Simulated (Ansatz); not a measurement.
Mulliken charges of C2H4FGaSi (`FC1=C[SiH]1[GaH2]`) from ωB97M-V/def2-TZVPP in Ansatz (PBE0-D4/def2-TZVP geometry).

| atom | x (Å) | y (Å) | z (Å) | charge (e) |
| --- | --- | --- | --- | --- |
| F1 | 0.270 | -2.528 | 1.267 | -0.177 |
| C2 | 0.538 | -1.309 | 0.836 | 0.119 |
| C3 | 1.534 | -0.715 | 0.222 | -0.182 |
| Si4 | 0.135 | 0.447 | 0.595 | 0.046 |
| Ga5 | -1.422 | 1.100 | -1.121 | 0.132 |
| H6 | 2.515 | -0.932 | -0.176 | 0.129 |
| H7 | 0.291 | 1.359 | 1.767 | -0.032 |
| H8 | -1.432 | 0.287 | -2.465 | -0.016 |
| H9 | -2.429 | 2.291 | -0.925 | -0.020 |

**Question.** By hand: the dipole of these point charges (1 e Å = 4.8032 D).

**Answer.** Σ q r = (-0.058, 0.373, -0.307) e Å, of length 0.487 e Å = 2.34 D.

**Question.** How does the dipole of the full density compare? (Best estimate.)

**Answer.** The calculation gave: (0.060, 0.265, -0.136) e Å, 1.46 D; the point charges give 1.60 times that, at 22° from its direction.

Point charges leave out the atoms' own dipoles, such as those of lone pairs, and Mulliken's split depends on the basis, so the two needn't agree.
